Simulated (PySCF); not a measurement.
Isomers of C6H11Cl, mass 118.055 u with the commonest isotopes. Method: PySCF, PBE0-D3(BJ)/def2-SVP geometry optimisation, gas phase. One conformer each, none proved a minimum here; rigid rotors.

Task: Order these by radius of gyration √(Σ m r²/M), smallest first.
A. `[Cl:1][CH2:2][CH:3]1[CH2:4][CH2:5][CH2:6][CH2:7]1` with Cl1–C2–C3–C4 -60°, C2–C3–C4–C5 139°, C3–C4–C5–C6 15°, C4–C5–C6–C7 -35°, C5–C6–C7–C3 42°
B. `[Cl:1][CH:2]1[CH2:3][CH2:4][CH2:5][CH2:6][CH2:7]1` with Cl1–C2–C3–C4 70°, C2–C3–C4–C5 54°, C3–C4–C5–C6 -55°, C4–C5–C6–C7 55°
C. `[CH3:1][C:2]([CH3:3])=[C:4]([CH3:5])[CH2:6][Cl:7]` with C2–C4–C6–Cl7 -102°

Result: B (1.810 Å), A (1.963 Å), C (2.089 Å).

Task: Order these by rotational constant C, smallest first.
A. `[Cl:1][CH2:2][CH:3]1[CH2:4][CH2:5][CH2:6][CH2:7]1` with Cl1–C2–C3–C4 -60°, C2–C3–C4–C5 139°, C3–C4–C5–C6 15°, C4–C5–C6–C7 -35°, C5–C6–C7–C3 42°
B. `[Cl:1][CH:2]1[CH2:3][CH2:4][CH2:5][CH2:6][CH2:7]1` with Cl1–C2–C3–C4 70°, C2–C3–C4–C5 54°, C3–C4–C5–C6 -55°, C4–C5–C6–C7 55°
C. `[CH3:1][C:2]([CH3:3])=[C:4]([CH3:5])[CH2:6][Cl:7]` with C2–C4–C6–Cl7 -102°

Result: C (1040 MHz), A (1265 MHz), B (1523 MHz).

| SMILES | point group | Ia (u·Å²) | Ib (u·Å²) | Ic (u·Å²) | κ | μa (D) | μb (D) | μc (D) |
| --- | --- | --- | --- | --- | --- | --- | --- | --- |
| ClCC1CCCC1 | C1 | 125.41 | 384.70 | 399.58 | -0.96 | 1.03 | 0.62 | 1.39 |
| CC(C)=C(C)CCl | C1 | 155.48 | 388.41 | 486.08 | -0.76 | 1.96 | 0.06 | 1.01 |
| ClC1CCCCC1 | Cs | 157.00 | 284.77 | 331.78 | -0.70 | 1.47 | 0.00 | 1.25 |
